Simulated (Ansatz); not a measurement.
Consider the hydrogenolysis of a B–Br bond: `COB(O)Br` + H₂ → `COBO` + HBr.

Program: Ansatz. Geometries: PBE0-D4/def2-TZVP. ΔE: electronic, gas phase. CBS: MP2 limit from def2 TZ/QZ plus the TZ coupled-cluster correction, frozen cores. This one scheme is used for every species. DFT in def2-TZVPP. For Br outer-core shells are correlated without core-valence functions, which leaves a few kJ/mol of doubt a bond. Scalar relativity is left out up to krypton. Each species was taken in one conformer, which may not be the lowest.

`COB(O)Br`:

Z-matrix (Å, degrees):
```
C
O 1 1.413
H 1 1.089 2 107.1
H 1 1.092 2 111.0 3 -119.4
H 1 1.092 2 111.0 3 119.4
B 2 1.338 1 124.8 3 179.6
Br 6 1.958 2 121.6 1 -0.0
O 6 1.350 2 119.0 1 180.0
H 8 0.959 6 113.3 2 180.0
```

H₂:

Cartesian coordinates in Å:
```
H -0.152 0.333 0.074
H 0.152 -0.333 -0.074
```

`COBO`:

```xyz
9

C    -0.999    0.879    0.261
O    -0.378   -0.267   -0.276
B     0.934   -0.534   -0.063
O     1.487   -1.648   -0.602
H    -0.300    1.474    0.855
H    -1.834    0.572    0.894
H    -1.387    1.494   -0.554
H     1.627    0.191    0.594
H     0.850   -2.160   -1.109
```

HBr:

Cartesian coordinates in Å:
```
Br -0.335 -0.109 -0.616
H 0.335 0.109 0.616
```

```csv
level,ΔE (eV)
revPBE-D4,0.64
B97M-V,0.56
ωB97X-V,0.53
PBE-QIDH,0.57
RPA@PBE/def2-TZVPP,0.50
CCSD/def2-SVP,0.42
HF/def2-TZVPP,0.35
SCS-MP2/def2-QZVPP,0.57
```

(1) What does CCSD(T)/CBS give? (Best estimate.)

Largest T1 diagnostic among the species: 0.013.

## Answers

(1) The calculation gave: +0.57 eV. The listed levels differ from it by 0.07, -0.01, -0.04, 0.00, -0.07, -0.15, -0.22, 0.00 eV.

In def2-TZVPP, CCSD(T) changes the Hartree–Fock value by +0.19 eV (the triples alone add +0.05 eV) and MP2 by +0.30 eV. The D4 term adds +0.11 eV with B3LYP and +0.06 eV with PBE0; it sums over pairs of atoms, weighted by their polarisabilities, and B3LYP, whose exchange is more repulsive, gets the larger term. Leaving LDA and LC-ωPBE aside and taking each functional with its dispersion term where it has one, the values, not all of them listed here, spread over 0.16 eV, from CAM-B3LYP-D4 to revPBE-D4. LDA lies +0.06 eV from PBE without D4.

B3LYP here is the variant with VWN-RPA as its local correlation; programs differ in this.
